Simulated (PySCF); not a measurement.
Compound: C₄H₅F₃O.
Atom-mapped SMILES: `[CH3:1][CH2:2][C:3](=[O:4])[C:5]([F:6])([F:7])[F:8]` (hydrogens: H9, H10, H11 on C1; H12, H13 on C2)

Structure used (PBE0-D3(BJ)/def2-SVP), in Å, numbered top down from 1:
```
atom  x, y, z in Å
C1    -1.901   -0.027   -0.253
C2    -0.584   -0.298    0.444
C3     0.593    0.298   -0.272
O4     0.546    0.880   -1.320
C5     1.955    0.123    0.440
F6     2.949    0.614   -0.272
F7     2.188   -1.175    0.665
F8     1.930    0.743    1.625
H9    -1.892   -0.422   -1.278
H10   -2.096    1.053   -0.322
H11   -2.734   -0.493    0.292
H12   -0.571    0.087    1.479
H13   -0.383   -1.379    0.546
```

Computed with TDDFT wB97X-D/def2-SVPD, vertical, gas phase, core orbitals frozen in the response (PySCF 2.14.0, density-fitted response routines).

Transition dipole moments from the ground state, in atomic units and in the frame of the coordinates above (overall signs are arbitrary), for the states with f of 0.002 or more among the lowest 9:

```tsv
state	E (eV)	μx	μy	μz
S2	8.042	-0.335	-0.274	0.413
S3	8.188	-0.033	-0.121	0.013
S4	8.214	-0.236	-0.119	0.103
S6	9.338	-0.151	-0.037	0.044
S7	9.407	0.080	-0.213	0.349
S8	9.438	0.117	-0.264	0.500
S9	9.599	-0.010	-0.086	-0.085
```

Question: What oscillator strength does each state have?

Answer: f = (2/3) ΔE |μ|² with ΔE in hartree (27.2114 eV).

```tsv
state	|μ|² (au)	|μ| (D)	f
S2	0.358	1.52	0.071
S3	0.016	0.32	0.003
S4	0.080	0.72	0.016
S6	0.026	0.41	0.006
S7	0.173	1.06	0.040
S8	0.334	1.47	0.077
S9	0.015	0.31	0.003
```

Question: Which bond between heavy atoms lies closest to the direction of the S8 transition dipole?

Answer: C3–O4, at 10° from it; next C1–C2 at 49°.

Question: What angle do the transition dipoles of S4 and S7 make?

Answer: |cos θ| = |μa·μb| / (|μa| |μb|) = 0.36, so θ ≈ 69° (taken between 0 and 90°, since the signs are arbitrary).

Question: What peak molar absorption coefficient would the strongest computed level give as a lone Gaussian band 0.5 eV wide at half height?

Answer: ε(max) = 2.175×10⁸ f / FWHM, with the width in cm⁻¹. S8: 2.175×10⁸ × 0.0772 / 4033 ≈ 4200 L mol⁻¹ cm⁻¹.

The vertical ionisation energy (ΔSCF) is 10.71 eV, 1.11 eV above S9.

One conformer stands for the species.
